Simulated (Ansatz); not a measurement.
CH₆BFSi₂. Total charge 0; spin multiplicity 1. The bonds changed during the relaxation, so this is another structure than the one it started from. The geometry is a stationary point of PBE0-D4/def2-TZVP.

```xyz
11

C    -1.223   -0.749   -1.043
Si   -0.717    0.824   -0.207
F    -1.856    1.873   -0.603
B     0.737    1.262    0.873
Si    1.740   -0.288    1.050
H    -2.214   -1.048   -0.691
H    -1.294   -0.583   -2.121
H    -0.518   -1.557   -0.852
H     0.960    2.324    1.360
H     2.995   -0.475    1.826
H     1.391   -1.582    0.408
```

Problem. What is the dipole moment at B3LYP/def2-TZVPP? (Estimate.)

Solution. The calculation gave: 2.56 D, with components (-0.49, -2.28, -1.05) D in this frame, pointing from negative to positive charge.

Problem. And with PBE, r2SCAN, ωB97M-V? (Estimate.)

Solution. The calculation gave: PBE 2.51 D, r2SCAN 2.58 D, ωB97M-V 2.70 D.

Problem. Give the Mulliken charges with B3LYP, PBE, r2SCAN in def2-TZVPP. (An estimate is asked.)

Solution. Ansatz gave: 
```json
{"atom": "C1", "B3LYP": "-0.37", "PBE": "-0.36", "r2SCAN": "-0.31"}
{"atom": "Si2", "B3LYP": "0.50", "PBE": "0.46", "r2SCAN": "0.59"}
{"atom": "F3", "B3LYP": "-0.31", "PBE": "-0.27", "r2SCAN": "-0.31"}
{"atom": "B4", "B3LYP": "-0.14", "PBE": "-0.15", "r2SCAN": "-0.25"}
{"atom": "Si5", "B3LYP": "0.04", "PBE": "0.01", "r2SCAN": "0.11"}
{"atom": "H6", "B3LYP": "0.11", "PBE": "0.12", "r2SCAN": "0.09"}
{"atom": "H7", "B3LYP": "0.11", "PBE": "0.12", "r2SCAN": "0.09"}
{"atom": "H8", "B3LYP": "0.11", "PBE": "0.11", "r2SCAN": "0.09"}
{"atom": "H9", "B3LYP": "0.06", "PBE": "0.05", "r2SCAN": "0.04"}
{"atom": "H10", "B3LYP": "-0.05", "PBE": "-0.04", "r2SCAN": "-0.06"}
{"atom": "H11", "B3LYP": "-0.06", "PBE": "-0.05", "r2SCAN": "-0.07"}
```

B3LYP here is the variant with VWN-RPA as its local correlation; programs differ in this.
